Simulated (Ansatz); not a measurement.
Consider the formal exchange of groups at the Si–I bond: `CC[SiH](F)I` + `[AlH3]` → `CC[SiH](F)[AlH2]` + HI.

Calculated with Ansatz (gas phase, PBE0-D4/def2-TZVP geometries, no zero-point term in ΔE). CCSD(T)/CBS is the MP2 limit (def2-TZVPP, def2-QZVPP) plus CCSD(T) − MP2 in def2-TZVPP, frozen cores. This one scheme is used for every species. DFT in def2-TZVPP. B3LYP here is the variant with VWN-RPA as its local correlation; programs differ in this. def2 core potentials past Kr. For I outer-core shells are correlated without core-valence functions, which leaves a few kJ/mol of doubt a bond. Each species was taken in one conformer, which may not be the lowest.

```json
{"level": "PBE-D4", "ΔE (kJ/mol)": "93.3", "difference from CCSD(T)/CBS": "-16.2"}
{"level": "r2SCAN-D4", "ΔE (kJ/mol)": "105.1", "difference from CCSD(T)/CBS": "-4.4"}
{"level": "PBE0-D4", "ΔE (kJ/mol)": "99.5", "difference from CCSD(T)/CBS": "-10.0"}
{"level": "B3LYP-D4", "ΔE (kJ/mol)": "103.2", "difference from CCSD(T)/CBS": "-6.3"}
{"level": "ωB97X-V", "ΔE (kJ/mol)": "104.4", "difference from CCSD(T)/CBS": "-5.1"}
{"level": "ωB97M-V", "ΔE (kJ/mol)": "111.8", "difference from CCSD(T)/CBS": "2.3"}
{"level": "B2PLYP", "ΔE (kJ/mol)": "105.3", "difference from CCSD(T)/CBS": "-4.2"}
{"level": "PBE", "ΔE (kJ/mol)": "90.0", "difference from CCSD(T)/CBS": "-19.5"}
{"level": "r2SCAN", "ΔE (kJ/mol)": "104.5", "difference from CCSD(T)/CBS": "-5.0"}
{"level": "PBE0", "ΔE (kJ/mol)": "96.6", "difference from CCSD(T)/CBS": "-12.9"}
{"level": "B3LYP", "ΔE (kJ/mol)": "97.5", "difference from CCSD(T)/CBS": "-12.0"}
{"level": "HF/def2-TZVPP", "ΔE (kJ/mol)": "111.6", "difference from CCSD(T)/CBS": "2.1"}
{"level": "MP2/def2-TZVPP", "ΔE (kJ/mol)": "118.7", "difference from CCSD(T)/CBS": "9.2"}
{"level": "SCS-MP2/def2-TZVPP", "ΔE (kJ/mol)": "112.8", "difference from CCSD(T)/CBS": "3.3"}
{"level": "CCSD/def2-TZVPP", "ΔE (kJ/mol)": "100.9", "difference from CCSD(T)/CBS": "-8.6"}
{"level": "CCSD(T)/def2-TZVPP", "ΔE (kJ/mol)": "101.2", "difference from CCSD(T)/CBS": "-8.3"}
{"level": "HF/def2-QZVPP", "ΔE (kJ/mol)": "112.3", "difference from CCSD(T)/CBS": "2.8"}
{"level": "MP2/def2-QZVPP", "ΔE (kJ/mol)": "123.7", "difference from CCSD(T)/CBS": "14.2"}
{"level": "SCS-MP2/def2-QZVPP", "ΔE (kJ/mol)": "117.4", "difference from CCSD(T)/CBS": "7.9"}
{"level": "HF/CBS(def2)", "ΔE (kJ/mol)": "112.4", "difference from CCSD(T)/CBS": "2.9"}
{"level": "MP2/CBS(def2)", "ΔE (kJ/mol)": "126.9", "difference from CCSD(T)/CBS": "17.4"}
{"level": "CCSD/CBS(def2)", "ΔE (kJ/mol)": "109.2", "difference from CCSD(T)/CBS": "-0.3"}
{"level": "CCSD(T)/CBS", "ΔE (kJ/mol)": "109.5", "difference from CCSD(T)/CBS": "0"}
```

Largest T1 diagnostic among the species: 0.011.

The D4 term adds +5.8 kJ/mol with B3LYP and +2.9 kJ/mol with PBE0; it sums over pairs of atoms, weighted by their polarisabilities, and B3LYP, whose exchange is more repulsive, gets the larger term. From PBE to PBE0 (25 % exact exchange), in def2-TZVPP and without D4, ΔE moves by +6.6 kJ/mol.
